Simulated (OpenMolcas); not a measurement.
Ni VIII: effect of the IPEA shift

```yaml
Program: OpenMolcas 26.06
Basis: ANO-RCC-VTZP [6s5p3d2f1g]
Scalar_Hamiltonian: DKH2, point nucleus
Active_space: 9 electrons in 8 orbitals (RAS1 3p, at most 2 holes; RAS2 3d)
State_averaging: 2S+1 = 4 even, 10 roots; 2S+1 = 2 even, 40 roots
Spin-orbit_coupling: RASSI with atomic mean-field integrals over the reference wave functions, term energies averaged over their components
```

Methods on the same reference wave functions:
A. RASSCF
B. MS-RASPT2, IPEA 0 Eh, imaginary shift 0.1 Eh (closed shells correlated: 3s)
C. MS-RASPT2, IPEA 0.25 Eh, imaginary shift 0.1 Eh (closed shells correlated: 3s)

Energies in cm⁻¹ above 3d³ ⁴F_3/2, the measured ground level; measured values from Corliss and Sugar, J. Phys. Chem. Ref. Data 10, 197 (1981).

```tsv
Level	A	B	C	Measured
3d³ ⁴F_3/2	0.0	0.0	0.0	0.0
3d³ ⁴F_5/2	1004	1007	1007	1012
3d³ ⁴F_7/2	2332	2330	2330	2184
3d³ ⁴F_9/2	3921	3910	3910	3721
3d³ ⁴P_1/2	26573	23970	24180	23261
3d³ ⁴P_3/2	26768	24210	24420	23710
3d³ ⁴P_5/2	28198	25570	25780	24669
3d³ ²G_7/2	29203	26270	26680	
3d³ ²G_9/2	30473	27510	27920	
3d³ ²P_3/2 [53 %]	34920	33180	33560	
3d³ ²P_1/2	35154	33660	34030	
3d³ ²D_3/2(1) [57 %]	39266	37490	37880	
3d³ ²D_5/2(1)	39376	37220	37660	
3d³ ²H_9/2	40431	36520	36850	
3d³ ²H_11/2	41309	37360	37690	
3d³ ²F_7/2	64180	58750	59110	
3d³ ²F_5/2	64714	59280	59640	
3d³ ²D_5/2(2)	95383	91360	91630	
3d³ ²D_3/2(2)	96144	91960	92250
```

Deviations, from unrounded energies. A percentage is the sum of absolute deviations over the sum of measured energies, with the sign that they share, or ± where signs differ.

```csv
Against measurement,Levels,A,B,C
mean absolute deviation (cm-1),6,1700,410,510
fine structure of the ground term (%),3,±5.1,±5.0,±5.0
other terms of the ground configuration (%),3,+13.8,+2.9,+3.8
```

B lies closest to measurement on these levels and A furthest from it. The largest miss of B in the table is 3d³ ⁴P_5/2, by +910 cm-1. The ranking rests on the paired levels alone, and a cruder setting can come out closer through cancelling errors.

Between B and C the level of the table that moves most is 3d³ ²D_5/2(1), by 440 cm-1 (lowest in B, highest in C). Moves below CASPT2's spread within the term are not significant.

The mean deviations of B to C differ by less than CASPT2's widest spread within a term (990 cm-1), so their order carries little weight.

From A to B the spin-free energies of the other terms of 3d³ shown, above ⁴F, scale by factors of 0.89 to 0.96, as is usual when dynamic correlation screens the repulsion within a d or f shell.

The lowest spin-free term lies below A's lowest term by 0.246 hartree in B, 0.243 hartree in C.

Term energies are means over components that CASPT2 splits; among the terms shown or strongly mixed into the levels shown the widest spread is 990 cm-1 (3d³ ⁴F, C). Active for correlation alone: 3p; no level in the range computed is led by a configuration that opens it, so any true level of that kind is missing. Without dynamic correlation excited terms often stand tens of per cent too high (terms of higher spin than the ground term too low), and those without a measured partner can miss by more than the paired ones (holds for A). The CASPT2 spread within a term exceeds the gap to the next term for 3d³ ²D(1) and 3d³ ²H, so the order of their levels is uncertain (holds for B; C). Measured partners are found by configuration, term and J. A level has none where our copy of the source lacks it or the pairing is in doubt (some pairs that miss far off the trend of their configuration count as doubtful), and it then counts in no deviation. Levels of configurations outside the active space are missing.

A share in square brackets marks a mixed level and gives the weight of the term that names it, the lowest over the columns. A number in round brackets counts repeated terms of one configuration in the order of the reference energies.
